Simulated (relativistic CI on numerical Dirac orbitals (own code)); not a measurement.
Radial parameters of K III

Calculated at this level of theory: Dirac-Coulomb-Breit CI, orbitals from a KLI potential per configuration, a model potential for QED, valence Slater integrals scaled by 0.85, P86 correlation energy added to each configuration (own radial code, finite nucleus).

Slater integrals F^k, G^k are unscaled and averaged over j, outside the closed core [Ne]; ζ comes from projecting the Hamiltonian with its Breit term on Σ l·s of the shell.

- 3s2 3p5: ζ(3p) = 1458.3 cm⁻¹; <r>(3p) = 1.36, <r^2>(3p) = 2.166 (bohr units).
- 3s2 3p4 3d: F^2(3p,3p) = 74355, ζ(3p) = 1513.6, F^2(3p,3d) = 59843, G^1(3p,3d) = 75016, G^3(3p,3d) = 44897, ζ(3d) = 21.633 cm⁻¹; <r>(3p) = 1.347, <r^2>(3p) = 2.123, <r>(3d) = 1.786, <r^2>(3d) = 3.942 (bohr units).
- 3s 3p5 3d: G^1(3s,3p) = 102430, ζ(3p) = 1510.4, G^2(3s,3d) = 56376, F^2(3p,3d) = 60285, G^1(3p,3d) = 75591, G^3(3p,3d) = 45268, ζ(3d) = 25.899 cm⁻¹; <r>(3s) = 1.229, <r^2>(3s) = 1.737, <r>(3p) = 1.344, <r^2>(3p) = 2.115, <r>(3d) = 1.77, <r^2>(3d) = 3.864 (bohr units).

In this model ζ of a weakly bound d, f or g electron outside closed shells comes out too small, for d by up to a factor of two or three and at times with the wrong sign; that of an outer p electron is too small as well.

For a near-neutral ion this model can misplace configurations by up to about 10,000 cm⁻¹ (more where the count of f electrons changes) and terms by 10 to 25 % of their spread. Rates follow the energies as ν³ (E1, M1) or ν⁵ (E2), so they and the lifetimes can be off by large factors. The fine structure of a lone outer electron comes out too small, for d and f at times inverted, and misplaced configurations move strength between like terms. 33 of the 38 excited levels that our extract of the measured tables holds in this range could be paired (the sources list more); they are missed by 10911 cm⁻¹ on average and 43588 at most, and levels without a partner can miss by more.

Averages of the first 10 configurations, taken without configuration mixing, which lowers the lowest level and can move excited configurations by several eV; other configurations of the list can lie among them:

```csv
Configuration,Parity,States,Average energy above the lowest level (eV)
3s2 3p5,odd,6,2.0
3s 3p6,even,2,23.9
3s2 3p4 3d,even,150,26.6
3s 3p5 3d,odd,120,47.1
3s2 3p4 4s,even,30,29.2
3s2 3p4 4p,odd,90,33.1
3s2 3p4 4d,even,150,38.4
3s2 3p4 5s,even,30,38.8
3s2 3p4 5p,odd,90,40.4
3s2 3p4 4f,odd,210,41.2
```
